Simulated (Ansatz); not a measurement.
Ansatz (a program for electronic structure) job for C11H10O3S, SMILES c1coc2cc(C=C)cc(c12)S(=O)(=O)C, PBE-D3(BJ)/def2-SVP. Geometry: PBE-D3(BJ)/def2-SVP. This is a generated structure with no PubChem entry under its InChIKey; it may be hypothetical. Other conformers were not sampled.

Ansatz 0.2 input:
```yaml
crystal:
  periodic: [false, false, false]
  atoms:
    - {symbol: C, position_ang: [3.34688648, -1.69790882, 2.79938240]}
    - {symbol: C, position_ang: [2.06315226, -1.64895617, 2.38447324]}
    - {symbol: C, position_ang: [1.49447531, -0.78000101, 1.34274713]}
    - {symbol: C, position_ang: [0.10935479, -0.90414070, 1.03765955]}
    - {symbol: C, position_ang: [-0.50190099, -0.11347401, 0.06372455]}
    - {symbol: S, position_ang: [-2.25418358, -0.35479795, -0.29320187]}
    - {symbol: C, position_ang: [-2.22623893, -1.39162984, -1.78130020]}
    - {symbol: O, position_ang: [-2.82925030, 0.95555861, -0.68227841]}
    - {symbol: O, position_ang: [-2.84058675, -1.16481689, 0.79972851]}
    - {symbol: C, position_ang: [0.24683177, 0.85420804, -0.63903625]}
    - {symbol: C, position_ang: [0.00337217, 1.85054512, -1.65025132]}
    - {symbol: C, position_ang: [1.21773793, 2.45017163, -1.87093823]}
    - {symbol: O, position_ang: [2.21335538, 1.92669336, -1.08433694]}
    - {symbol: C, position_ang: [1.62974796, 0.95094443, -0.32162573]}
    - {symbol: C, position_ang: [2.26927388, 0.17018227, 0.63624952]}
    - {symbol: H, position_ang: [4.13389105, -1.05633474, 2.37190110]}
    - {symbol: H, position_ang: [3.65604907, -2.39303395, 3.59362530]}
    - {symbol: H, position_ang: [1.33414922, -2.32598447, 2.86238587]}
    - {symbol: H, position_ang: [-0.51181912, -1.63205740, 1.58150549]}
    - {symbol: H, position_ang: [-3.28966869, -1.52953312, -2.05439387]}
    - {symbol: H, position_ang: [-1.68066024, -0.86176180, -2.58347775]}
    - {symbol: H, position_ang: [-1.75301468, -2.35907220, -1.53475894]}
    - {symbol: H, position_ang: [-0.95878054, 2.09076193, -2.11235424]}
    - {symbol: H, position_ang: [1.53093090, 3.26026396, -2.53826078]}
    - {symbol: H, position_ang: [3.34155769, 0.30439279, 0.83364408]}
basis:
  gaussian:
    orbitals: def2-SVP
hamiltonian:
  xc: pbe
  dispersion: d3bj
```

Program output:

```
WARN ansatz: RAYON_NUM_THREADS=4 ignored (pool sized by the plan → 4); use --threads N
Functional definition: PBE
integrals: 0.40 GiB planned
2952 factors; their error is unknown
mean field: 1.90 GiB planned
mean field evaluation 1: about -28475.5340 eV, gradient 1.1e2 eV
mean field evaluation 2: about -28416.5758 eV, gradient 2.0e2 eV
mean field evaluation 4: about -28501.4997 eV, gradient 1.8e1 eV
mean field evaluation 8: about -28502.2597 eV, gradient 5.6e-1 eV
mean field evaluation 16: about -28502.0756 eV, gradient 1.3e-2 eV
mean field -28502.07563372 eV, -1047.4319601384 hartree, gradient 3.7e-5 eV, S^2 0.000000; 0 other end points of the search recorded, 0 dependent functions left out
reference -28502.07568077 eV, -1047.4319618676 hartree; 58, 58 occupied and 206, 206 virtual orbitals, 2952 factors
Total energy: -28502.95721309 eV, -1047.4643575826 hartree
```

The run converged.
